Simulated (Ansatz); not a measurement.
System: dimethoxyborinic acid, C2H7BO3, net charge 0, singlet state. 
Structure (B3LYP-D3(BJ)/def2-TZVP (Ansatz, a program for electronic structure) minimum search):
SMILES: COB(O)OC
```xyz
13

C      2.1424     0.5673    -0.2405
O      0.7229     0.6135    -0.3370
B     -0.0444    -0.3657     0.2195
O      0.5424    -1.4139     0.8832
O     -1.4063    -0.3131     0.1220
C     -2.0446     0.7607    -0.5598
H      2.5315     1.4450    -0.7538
H      2.5379    -0.3337    -0.7130
H      2.4648     0.5847     0.8022
H     -0.1091    -2.0327     1.2268
H     -1.8084     1.7180    -0.0910
H     -3.1180     0.5873    -0.5064
H     -1.7353     0.7997    -1.6061
```

Property: vertical triplet-singlet gap (E(triplet) - E(singlet); each state is the SCF solution reached for its spin), in kJ/mol. Valence correlation only, unless marked. Open shells are spin-unrestricted. Spin-orbit coupling is left out. No relativistic terms. 

| level | program | vertical triplet-singlet gap (kJ/mol) |
|---|---|---|
| HF/aug-cc-pVTZ | Ansatz | 680.2 |
| PBE/def2-TZVPD | Ansatz | 624.9 |
| B3LYP/def2-TZVPD | Ansatz | 677.2 |
| PBE0/def2-TZVPD | Ansatz | 688.7 |
| BHLYP/def2-TZVPD | Ansatz | 727.8 |
| wB97X-V/def2-TZVPD | Ansatz | 747.9 |
| B2PLYP/def2-TZVPD | Ansatz | 719.2 |
| RI-MP2/aug-cc-pVTZ | Ansatz | 793.4 |
| SCS-MP2/aug-cc-pVDZ | Ansatz | 780.8 |
